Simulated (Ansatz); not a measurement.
Geometry optimisation, RKS CAM-B3LYP/6-31G* (Ansatz 0.2.0).

The input (input.yaml):

```yaml
crystal:
  periodic: [false, false, false]
  atoms:
    - { symbol: Mg, position_ang: [-0.4212, -0.4258, -0.6711] }
    - { symbol: Si, position_ang: [1.2997, 0.9927, 1.2542] }
    - { symbol: C, position_ang: [-1.9464, -1.8609, -0.3962] }
    - { symbol: H, position_ang: [1.1117, 1.2299, -0.5952] }
    - { symbol: O, position_ang: [0.8558, 1.2549, -1.8473] }
    - { symbol: H, position_ang: [0.244, 1.4884, 2.1744] }
    - { symbol: H, position_ang: [2.3917, 1.9705, 1.4301] }
    - { symbol: H, position_ang: [1.8271, -0.2259, 1.9251] }
    - { symbol: H, position_ang: [-1.8989, -2.1957, 0.6394] }
    - { symbol: H, position_ang: [-1.857, -2.7365, -1.0355] }
    - { symbol: H, position_ang: [-2.9326, -1.4325, -0.5615] }
    - { symbol: H, position_ang: [1.3263, 1.9407, -2.3163] }
basis:
  gaussian: { orbitals: "6-31G*" }
hamiltonian:
  xc: cam_b3lyp
relax:
  f_tol: 0.15
  max_steps: 25
  restrain:
    - { distance: [0, 4], at: 2.07, k: 30.0 }
    - { distance: [3, 1], at: 1.42, k: 30.0 }
    - { distance: [0, 1], at: 3.82, k: 30.0 }
    - { distance: [3, 4], at: 2.27, k: 30.0 }
```

Launched with:

```bash
$ ansatz run input.yaml --threads 2 --pin off --max-ram 3072MiB --backend cpu --events-out ev --progress --plain --runs-dir out
```

Where does it end, and by what steps?

The forces met the threshold. The restraints hold the end off the free minimum. After 13 steps the energy has fallen by 1.551 eV (the restraints' own energy left out); H12 moved furthest, 0.79 Å. Parted: Mg1–Si2. Joined: Si2–H4.

```csv
step,energy less start (eV),largest force component (eV/Å),accepted
0,0.0000,2.941,yes
1,0.3335,2.006,yes
2,0.1648,2.509,yes
3,-0.4474,2.281,yes
4,-1.3469,1.845,yes
5,-1.4735,1.880,yes
6,-1.5002,1.754,yes
7,-1.4522,1.925,no
8,-1.5188,1.572,yes
9,-1.5321,1.545,yes
10,-1.5447,1.543,yes
11,-1.5502,1.582,yes
12,-1.5186,2.039,no
13,-1.5511,1.564,yes
```

```xyz
12
Properties=species:S:1:pos:R:3
Mg -0.569 -0.413 -1.359
Si 1.529 1.129 1.439
C -1.913 -1.752 -0.528
H 1.297 0.957 0.020
O 0.772 0.806 -2.191
H 0.269 1.544 2.110
H 2.564 2.167 1.663
H 1.984 -0.154 2.031
H -1.701 -1.937 0.530
H -1.889 -2.722 -1.039
H -2.939 -1.377 -0.592
H 0.597 1.750 -2.084
```

Time of the run: 37 s on 2 threads of Arm Neoverse V2, with other jobs on the host, peak memory 0.2 GiB.
